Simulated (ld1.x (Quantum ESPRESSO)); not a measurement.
**Before and after: RRKJ potential for ruthenium**

ruthenium, norm-conserving RRKJ (Kleinman–Bylander form), made with ld1.x (Quantum ESPRESSO) 7.5 (BLYP, scalar-relativistic). Core [Ar] 3d10, reference 4s2 4p6 4d7 5s0.5 5p0 (charge +0.5). Waves: 4p (bound): rc 1.55 bohr; 4d (bound): rc 1.85 bohr; 4s (bound): rc 1.05 bohr. Local part: the s channel. Core correction: none. rho0 = 0.02.

Occupied shells without a wave of their own: 5s. They enter only through the test configuration that unscreens the potential.

Change: wave 4d (bound): rc 1.85 bohr becomes 4d (bound): rc 2.80 bohr.

Cutoffs: the cutoffs (Ry, on a coarse ladder) from which the occupation-weighted sum of valence levels, in a spherical-Bessel basis at the reference potential, stays within 10 and 1 mRy of its value at 400 Ry; they do not see the model core or the augmentation charge, which bear on the density cutoff. Errors are all-electron minus pseudo energies relative to the spin-unpolarised reference configuration.

Problem. How do hardness, ghosts and transferability respond?

Solution. The potential gets neither clearly harder nor softer (120 Ry and 200 Ry → 120 Ry and 200 Ry); the s channel sets the loose cutoff, while the largest relative change is in d, which becomes softer; of the 7 tests that both files solve, the error grows in 4 and shrinks in 1 by more than 15 % and 0.3 meV (median size 45.4 → 43.8 meV); neither file shows a bound ghost.

```tsv
quantity	base	changed
cutoff, loose	120 Ry	120 Ry
cutoff, tight	200 Ry	200 Ry
loose cutoff by channel (10 mRy a level)	p 25 Ry, d 35 Ry, s 100 Ry	p 25 Ry, d 18 Ry, s 100 Ry
bound ghosts	none	none
largest miss of a reference level, eV	0.07	0.07
error for 4s2 4p6 4d7 5s1 5p0, meV [ΔE -2.88 eV]	+33	+33
error for 4s2 4p6 4d7 5s0 5p0, meV [ΔE 4.48 eV]	-43	-44
error for 4s2 4p6 4d6 5s0 5p0, meV [ΔE 22.60 eV]	-64	-44
error for 4s2 4p6 4d6 5s1 5p1, meV [ΔE 2.66 eV]	+114	+202
error for 4s2 4p6 4d6 5s1 5p0, meV [ΔE 7.11 eV]	+55	+127
error for 4s2 4p6 4d4 5s0 5p0, meV [ΔE 97.51 eV]	-45	+1282
error for 4s2 4p6 4d7.5 5s0.5 5p0, meV [ΔE -3.14 eV]	-0.5	+1.6
```

Changed file: The 5s level has no wave, so the channel is fitted at the deeper level alone: the likely source of the large errors.
